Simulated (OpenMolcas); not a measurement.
**Computed transition rates of Ru III**

```json
{"Program": "OpenMolcas", "Method": "MS-CASPT2, IPEA 0.25 Eh, imaginary shift 0.1 Eh (closed shells correlated: 4s 4p)", "Basis": "ANO-RCC-VTZP [7s6p4d2f1g]", "Scalar Hamiltonian": "DKH2, point nucleus", "Active space": "6 electrons in 10 orbitals (4d 5d)", "State averaging": "2S+1 = 5 even, 5 roots; 2S+1 = 3 even, 45 roots; 2S+1 = 1 even, 49 roots", "Spin-orbit coupling": "state interaction with AMFI integrals over the reference wave functions, term energies averaged over their components"}
```

Rates come from the transition moments of the reference wave functions (E1 and E2 in the length form). At fixed line strength A goes as λ^-3 for E1 and M1 and as λ^-5 for E2, so a rate at the computed wavelength can be rescaled to the measured one. Measured vacuum wavelengths follow from level energies in Moore, Atomic Energy Levels, vol. III, NSRDS-NBS 35 (1971 reprint of NBS Circular 467, 1958). Branching counts decays inside the model space alone, at computed energies, and the table is only a selection of the M1 lines, drawn from those between levels with measured partners whose computed energy lies within a factor of 1.5 of the measured one.

```json
{"Upper": "4d⁶ ⁵D₃", "Lower": "4d⁶ ⁵D₄", "Type": "M1", "λ computed (nm)": "9000", "λ measured (nm)": "8630", "A computed (s-1)": "4.75e-02", "A rescaled (s-1)": "5.39e-02", "Branching %": "100.0"}
{"Upper": "4d⁶ ⁵D₂", "Lower": "4d⁶ ⁵D₃", "Type": "M1", "λ computed (nm)": "15240", "λ measured (nm)": "14980", "A computed (s-1)": "1.81e-02", "A rescaled (s-1)": "1.91e-02", "Branching %": "100.0"}
{"Upper": "4d⁶ ⁵D₁", "Lower": "4d⁶ ⁵D₂", "Type": "M1", "λ computed (nm)": "23450", "λ measured (nm)": "22730", "A computed (s-1)": "7.23e-03", "A rescaled (s-1)": "7.94e-03", "Branching %": "100.0"}
{"Upper": "4d⁶ ⁵D₀", "Lower": "4d⁶ ⁵D₁", "Type": "M1", "λ computed (nm)": "48860", "λ measured (nm)": "47690", "A computed (s-1)": "1.37e-03", "A rescaled (s-1)": "1.47e-03", "Branching %": "100.0"}
```

The largest correction is for 4d⁶ ⁵D₃ → 4d⁶ ⁵D₄ (M1): 4.75e-02 × (9000 / 8630)^3 = 5.39e-02 s-1, a factor of 1.13.

The computed rate and branching of 4d⁶ ⁵D₃ → 4d⁶ ⁵D₄ give the upper level a radiative lifetime of 1.000 / 4.75e-02 s-1 = 2.11e+01 s, counting decays inside the model space alone. The rescaled rate gives about 1.9e+01 s.

These are rates of the free ion; in crystals, glasses and complexes forced electric-dipole and non-radiative decay shorten such lifetimes by orders of magnitude. No measured rate stands beside these. Rescaling mends the energy factor alone: line strengths can still be far off where a level mixes with configurations outside the active space, and weak or spin-changing lines hang on small mixing coefficients that depend on the term gaps too, so rescaling need not improve them.

CASPT2 does not keep the components of a term degenerate, so their means are used; among the terms shown or strongly mixed into the levels shown the widest spread is 22 cm-1 (4d⁶ ⁵D). Active for correlation alone: 5d; no level in the range computed is led by a configuration that fills it, so any true level of that kind is missing. Computed and measured levels are paired by configuration, term and J; levels that our copy of the source lacks, or whose pairing is in doubt (as where it misses far off the trend of its configuration), stay unpaired. Levels of configurations outside the active space are missing.
